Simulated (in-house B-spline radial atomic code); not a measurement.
How numerical settings move a run on Ne VII (Ne6+), [He] 2s2. Computed with a B-spline radial code for spherical atoms: non-relativistic M06-L, spherical fractional occupations, point nucleus.

Command:
```bash
python run_scf.py task.json out
```
Settings of the sound reference run:
```
Z                10
electrons        4
configuration    [He] 2s2
hamiltonian      nr
method           m06l
spin_polarised   False
knot_spacing     0.22
spline_order     8
gauss_points     12
box_radius       8.96
max_iterations   70
damping          0.5
damped_steps     3
diis_vectors     10
tolerance        1e-08
start            Thomas-Fermi
```

Time taken, with all properties: 0.2 s on 1 thread of Intel(R) Xeon(R) Platinum 8375C CPU @ 2.90GHz, on a shared host.

It converges in 16 iterations to -110.238727 hartree, with 2s at -193.247 eV. The other runs change the listed settings, some to values that make no sense; their results aren't properties of the atom or ion. Radii are in bohr (the nuclear one in fm), a minus after a letter asks for a j subshell, and «unchanged» means within 1e-8 hartree. The run stops when the residual is below 10 × tolerance × max(1, Z/10), or a noise floor if that is larger, and the energy moves by less than 1e-8 × √|E| hartree; so very loose and very tight tolerances often act alike.

| changed settings | outcome |
| --- | --- |
| spline_order = 3 | converged in 8 iterations, energy +2.56e-03 hartree from the reference, 2s level +5.5e-03 eV |
| damped_steps = 0 | converged in 17 iterations, energy unchanged |
| spline_order = 10 | converged in 8 iterations, energy +2.47e-04 hartree from the reference, 2s level -3.8e-03 eV |
| spline_order = 4 | converged in 8 iterations, energy +3.63e-04 hartree from the reference, 2s level +2.6e-02 eV |
| spline_order = 5 | converged in 8 iterations, energy +8.98e-05 hartree from the reference, 2s level -1.8e-02 eV |
| spline_order = 7 | converged in 8 iterations, energy +3.51e-04 hartree from the reference, 2s level -4.7e-04 eV |
| max_iterations = 60, damping = 0.95, tolerance = 1e-05, start = bare nucleus | converged in 7 iterations, energy unchanged, 2s level -8.4e-06 eV |
| damped_steps = 1 | converged in 16 iterations, energy unchanged |

Task: What happens with damped_steps = 30?

Result: Converged in 54 iterations, energy unchanged.

Task: What happens with hamiltonian = dirac, method = hf, spin_polarised = True, nucleus = fermi, rms_radius = 3.0055, mass_number = 20, atomic_mass = 19.99244, speed_of_light = 137.036?

Result: Stopped with error: spin polarisation is not served with the Dirac Hamiltonian.

Task: What happens with spline_order = 6?

Result: Converged in 9 iterations, energy +1.58e-04 hartree from the reference, 2s level +3.2e-02 eV.

Task: What happens with box_radius = 35.84, max_iterations = 8?

Result: Converged in 8 iterations, energy +6.99e-06 hartree from the reference, 2s level -4.9e-04 eV.
